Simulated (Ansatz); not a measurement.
Breaking the Se4–H5 bond in H3InSe (SMILES [SeH][InH2]) (multiplicity 1 held, fragments rigid). Energies count from the point at 1.472 Å.
Geometry at that point (charge 0, multiplicity 1):
```xyz
5

In     0.223     0.018    -0.990
H     -1.022    -0.562    -2.020
H      1.781     0.621    -1.393
Se    -0.372    -0.043     1.471
H      0.926     0.514     1.884
```

Signs of static correlation in def2-TZVPP, with CASSCF(4,3), from Ansatz (a program for electronic structure) runs.

```
R (Å)  T1 of restricted CCSD  ⟨S²⟩ of UHF  largest double amplitude of restricted CCSD  weight of the CASSCF reference in MRCISD  CASSCF natural occupations
-----  ---------------------  -----------  -------------------------------------------  ----------------------------------------  --------------------------
1.177                  0.011        0.000                                        0.053                                     0.898              2.00 1.99 0.01
1.324                  0.011        0.000                                        0.053                                     0.897              2.00 1.98 0.02
1.472                  0.012        0.000                                        0.050                                     0.897              2.00 1.97 0.03
1.619                  0.012        0.000                                        0.037                                     0.896              2.00 1.96 0.04
1.766                  0.013        0.000                                        0.051                                     0.896              2.00 1.94 0.07
1.987                  0.015        0.246                                        0.078                                     0.895              2.00 1.89 0.11
2.207                  0.019        0.618                                        0.133                                     0.895              2.00 1.81 0.19
2.575                    ___        0.876                                        0.334                                     0.896              2.00 1.64 0.36
2.943                  0.037        0.964                                          ___                                     0.896              2.00 1.44 0.56
3.385                  0.047        0.998                                        0.635                                     0.897              2.00 1.25 0.75
3.973                  0.055        1.009                                        0.772                                     0.897              2.00 1.11 0.89
4.709                  0.057        1.011                                        0.853                                     0.897              2.00 1.04 0.96
```

Q: Some entries are withheld; supply them.

A: 
- 2.575, T1 of restricted CCSD: 0.027
- 2.943, largest double amplitude of restricted CCSD: 0.482

Doubts at one or more of the structures used: active orbitals that take no part (SC-NEVPT2 on CASSCF(4,3)/def2-TZVPP); a restricted determinant that unrestricted orbitals would lower (R-CCSD(T)/def2-TZVPP); other coupled-cluster roots lie near (R-CCSD(T)/def2-TZVPP); T1 above 0.05 (R-CCSD(T)/def2-TZVPP, U-CCSD(T)/def2-TZVPP); a spin-contaminated determinant (U-CCSD(T)/def2-TZVPP).
